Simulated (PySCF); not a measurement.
Working out the excitation energy of Br

Br [Ar] 3d10 4s2 4p5 (2P) → Br [Ar] 3d10 4s1 4p6 (2S). Calculation: PySCF 2.14, in aug-cc-pVTZ-DK; scalar relativity by spin-free X2C-1e. Frozen: [Ar] 3d10. Energies in hartree (1 hartree = 27.21139 eV):

```json
{"part": "UHF", "Br (lower)": "-2604.412628", "Br (upper)": "-2603.856829"}
{"part": "CCSD correlation", "Br (lower)": "-0.154972", "Br (upper)": "-0.288169"}
{"part": "(T)", "Br (lower)": "-0.004901", "Br (upper)": "-0.048767"}
```

What does Hartree-Fock give?

(-2603.856829) − (-2604.412628) = 0.555799 hartree = 15.124 eV.

What do CCSD and CCSD(T) give?

The CCSD correlation energies differ by -0.133197 hartree = -3.624 eV and the triples by -0.043866 hartree = -1.194 eV, so CCSD gives 11.500 eV and CCSD(T) 10.306 eV.

The coupled-cluster amplitudes are large, so a single reference is strained.
